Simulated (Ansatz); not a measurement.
System: GeCl3, charge 0, multiplicity 2. It need not be the lowest isomer of its formula. SMILES: [Cl][Ge]([Cl])[Cl]
Coordinates optimised at B3LYP-D3(BJ)/def2-TZVP (Ansatz, a quantum-chemistry and plane-wave program):
```
Ge
Cl 1 2.1745
Cl 1 2.1745 2 108.54
Cl 1 2.1745 2 108.54 3 117.80
```
Charge 0, spin multiplicity 2.

Property: atomisation energy (electronic, to ground-state atoms), in kJ/mol. Correlated levels leave the core frozen unless marked. Open shells are spin-unrestricted. Spin-orbit coupling is left out. Frozen are the shells of the preceding noble gas and the d and f shells that filled before the atom's block. Non-relativistic. The coupled-cluster limit lacks core correlation, which all-electron functionals hold. CBS marks a two-point X^-3 extrapolation of the correlation energy; Hartree-Fock from the larger set.

| level | program | atomisation energy (kJ/mol) |
|---|---|---|
| SVWN5/def2-TZVPD | Ansatz | 1217.4 |

Q: Estimate the value at CCSD(T)/CBS(def2-TZVPP,def2-QZVPP) as computed with Ansatz.

A: 1018.1 kJ/mol
